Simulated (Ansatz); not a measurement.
Reaction (isomerisation): `O[SiH](O)[O][GeH3]` → `O[SiH2][O][GeH2][OH]`

Program: Ansatz. Geometries: PBE0-D4/def2-TZVP. ΔE: electronic, gas phase. CCSD(T)/CBS is the MP2 limit (def2-TZVPP, def2-QZVPP) plus CCSD(T) − MP2 in def2-TZVPP, frozen cores. Functionals use def2-TZVPP. B3LYP here is the variant with VWN-RPA as its local correlation; programs differ in this. For Ge outer-core shells are correlated without core-valence functions, which leaves a few kJ/mol of doubt a bond. Scalar relativity is left out up to krypton. Each species was taken in one conformer, which may not be the lowest.

```tsv
level	ΔE (kJ/mol)	difference from CCSD(T)/CBS
PBE-D4	75.6	-4.1
PBE0-D4	80.0	0.3
B3LYP-D4	79.9	0.2
PBE	74.7	-5.0
PBE0	79.3	-0.4
B3LYP	78.4	-1.3
HF/def2-TZVPP	81.3	1.6
CCSD/def2-TZVPP	78.9	-0.8
CCSD(T)/def2-TZVPP	77.5	-2.2
HF/CBS(def2)	81.9	2.2
CCSD(T)/CBS	79.7	0
```

Largest T1 diagnostic among the species: 0.012.

In def2-TZVPP, CCSD(T) changes the Hartree–Fock value by −3.9 kJ/mol (the triples alone add −1.4 kJ/mol) and MP2 by −4.8 kJ/mol. From PBE to PBE0 (25 % exact exchange), in def2-TZVPP and without D4, ΔE moves by +4.6 kJ/mol.
